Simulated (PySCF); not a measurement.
Cost of one run: geometry optimisation, `CBO[C@@H](C)F`.

Method: PBE0-D3(BJ)/def2-SVP geometry optimisation, gas phase (PySCF 2.14.0). Work: geometry optimisation from a GFN2-xTB start shaken at random, density fitting. A driver script takes a list of jobs; this job's settings line and coordinates (Å) are shown.

Command:
```bash
OMP_NUM_THREADS=1 python probes_run.py task.json out
```

Input:
```
{"job": {"xc": "PBE0", "basis": "def2-SVP", "d3": "d3bj", "grid": 1, "shake": 0.01, "kind": "geom"}, "charge": 0, "multiplicity": 1}
C      2.216750    -0.445420     0.082550
B      1.293760     0.850760    -0.200280
O     -0.062340     0.874780    -0.138620
C     -0.836780    -0.176310     0.189370
C     -2.322780     0.179350    -0.094070
F     -0.548140    -1.283030    -0.566750
H      3.254090    -0.177220     0.222290
H      2.151450    -1.096070    -0.774370
H      1.856070    -0.982160     0.963380
H      1.748450     1.894100    -0.486780
H     -0.728290    -0.492720     1.250600
H     -2.604120     1.019540     0.556330
H     -2.450710     0.486760    -1.135720
H     -2.974560    -0.667430     0.124330
```

Hardware: one thread of an Arm Neoverse V2 (shared host). PySCF's memory limit was set to 1760 MB.

Q: How large is the basis?

A: 124 functions.

Question: Which is nearest to the wall time?
A. 0.73 s
B. 44 s
C. 5.4 s

Answer: B. The run took 44 s. The run took 9 energy-and-gradient evaluations and 59 SCF cycles, 4.9 s an evaluation on average.

Q: How much memory does it need at the peak?

A: About 0.51 GiB. Peak memory is the resident size of the whole Python process, interpreter and libraries included.

The output:
```
step   0  E = -318.50804923  max force = 0.053896
step   1  E = -318.51420595  max force = 0.004613
step   2  E = -318.51430536  max force = 0.004956
step   3  E = -318.51440156  max force = 0.002342
step   4  E = -318.51455580  max force = 0.001431
step   5  E = -318.51457880  max force = 0.000569
step   6  E = -318.51458709  max force = 0.000588
step   7  E = -318.51459088  max force = 0.000467
step   8  E = -318.51459903  max force = 0.000412
optimisation converged
```

Energies in Eh; «max force» is the largest Cartesian gradient component in Eh/bohr.

Other jobs ran on the host; a repeat could differ by tens of per cent or more.

The run converged: final energy -318.51460 Eh after 8 steps; dipole 1.68 D.
